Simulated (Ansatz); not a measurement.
Input for Ansatz (a program for electronic structure): R-CCSD(T)/cc-pVDZ on CH5BO (SMILES BOC), a point of a torsion scan.

Ansatz 0.2 input:
```yaml
crystal:
  periodic: [false, false, false]
  atoms:
    - {symbol: B, position_ang: [1.44458291, -0.27118359, 0.24314299]}
    - {symbol: O, position_ang: [0.30392706, 0.33347928, 0.18701238]}
    - {symbol: C, position_ang: [-0.88264143, 1.01183088, 0.06716911]}
    - {symbol: H, position_ang: [1.60752963, -1.30121933, -0.33219837]}
    - {symbol: H, position_ang: [2.33701834, 0.18887932, 0.88373739]}
    - {symbol: H, position_ang: [-0.71694627, 2.09740018, 0.10605891]}
    - {symbol: H, position_ang: [-1.38476748, 0.76208611, -0.87834958]}
    - {symbol: H, position_ang: [-1.54298520, 0.73273332, 0.89491999]}
basis:
  gaussian:
    orbitals: cc-pVDZ
magnetization: {spin_polarized: false}
correlation: {method: ccsd_t, electrons: outside_noble_gas}
scf: {lower_state_search: off}
```

The log:

```
WARN ansatz: RAYON_NUM_THREADS=1 ignored (pool sized by the plan → 1); use --threads N
Functional definition: HF
these checks for a lower state are left out or cut short: stability, starts, cluster_reference, orbital_swaps, neighbouring_geometries, increment
integrals: 0.04 GiB planned
603 factors; integrals over basis functions are off by at most 1.3e-3 eV
mean field: 0.10 GiB planned
mean field evaluation 1: about -3816.9268 eV, gradient 2.6e1 eV
mean field evaluation 2: about -3816.9278 eV, gradient 2.6e1 eV
mean field evaluation 4: about -3818.4566 eV, gradient 3.2e0 eV
mean field evaluation 8: about -3818.4822 eV, gradient 2.1e-4 eV
mean field -3818.48218161 eV, -140.3266319141 hartree, gradient 2.0e-6 eV, S^2 0.000000; 0 other end points of the search recorded, 0 dependent functions left out
3 core orbitals not correlated
reference -3818.48218161 eV, -140.3266319141 hartree; 9, 9 occupied and 55, 55 virtual orbitals, 603 factors
second order -11.24864073 eV of doubles, -0.00000000 eV of singles
coupled cluster: 0.14 GiB planned
cycle   1  -11.81874317 eV  change   -5.7e-1 eV  update   8.3e-2
cycle   2  -12.15731450 eV  change   -3.4e-1 eV  update   2.4e-2
cycle   3  -12.24254523 eV  change   -8.5e-2 eV  update   1.3e-2
cycle   4  -12.23662511 eV  change    5.9e-3 eV  update   3.8e-3
cycle   5  -12.23691276 eV  change   -2.9e-4 eV  update   1.4e-3
cycle   6  -12.23679526 eV  change    1.2e-4 eV  update   3.7e-4
cycle   7  -12.23663695 eV  change    1.6e-4 eV  update   9.8e-5
cycle   8  -12.23663984 eV  change   -2.9e-6 eV  update   2.5e-5
cycle   9  -12.23664195 eV  change   -2.1e-6 eV  update   6.5e-6
perturbative correction -0.29679500 eV, -0.0109070152 hartree
Total energy: -3831.01561857 eV, -140.7872272267 hartree
Checks for a lower state left out: stability, starts, cluster_reference, orbital_swaps, neighbouring_geometries, increment
```

The run converged.

Cost: about 2.1 core-seconds (a rough figure).
